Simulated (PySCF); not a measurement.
CH7GeNOSi, SMILES [OH][Ge@@H]1[NH]C[SiH2]1.

Coordinates come from a B3LYP-D3(BJ)/def2-SVP optimisation. The structure was generated by enumeration; whether it is a known compound was not checked. Other conformers were not sampled.

Computed with PySCF with TDA-M06-2X/def2-SVPD.

Vertical excitations. 

| state | energy (eV) | λ (nm) | f | main pairs |
|---|---|---|---|---|
| S1 | 5.71 | 217 | 0.024 | HOMO→LUMO 74 %, HOMO→LUMO+2 16 % |
| S2 | 5.99 | 207 | 0.005 | HOMO→LUMO+2 64 %, HOMO→LUMO 14 %, HOMO→LUMO+1 10 % |
| S3 | 6.25 | 198 | 0.012 | HOMO→LUMO+1 59 %, HOMO→LUMO+3 24 % |
| S4 | 6.61 | 188 | 0.103 | HOMO−1→LUMO 65 %, HOMO→LUMO+3 11 % |
| S5 | 6.66 | 186 | 0.025 | HOMO→LUMO+3 44 %, HOMO→LUMO+1 17 %, HOMO→LUMO+2 10 %, HOMO−1→LUMO+2 8 % |
| S6 | 6.81 | 182 | 0.052 | HOMO−1→LUMO+2 65 % |
| S7 | 6.96 | 178 | 0.229 | HOMO−1→LUMO+1 49 %, HOMO→LUMO+4 15 %, HOMO−1→LUMO 9 %, HOMO−1→LUMO+3 9 % |
| S8 | 7.09 | 175 | 0.108 | HOMO→LUMO+4 44 %, HOMO→LUMO+5 18 %, HOMO−1→LUMO+1 14 % |
| S9 | 7.26 | 171 | 0.040 | HOMO−2→LUMO 68 % |
| S10 | 7.35 | 169 | 0.008 | HOMO−1→LUMO+3 52 %, HOMO−1→LUMO+1 10 % |
| T1 | 5.32 | 233 | 0 | HOMO→LUMO 63 %, HOMO−1→LUMO 10 % |
| T2 | 5.57 | 223 | 0 | HOMO−1→LUMO 37 %, HOMO→LUMO+1 16 %, HOMO−1→LUMO+1 15 %, HOMO→LUMO+2 11 % |
| T3 | 5.65 | 220 | 0 | HOMO→LUMO+2 40 %, HOMO→LUMO+3 31 %, HOMO→LUMO+1 10 % |
| T4 | 5.94 | 209 | 0 | HOMO−1→LUMO 25 %, HOMO→LUMO+1 18 %, HOMO→LUMO 16 %, HOMO→LUMO+2 14 % |
Triplets are in the Tamm–Dancoff approximation.
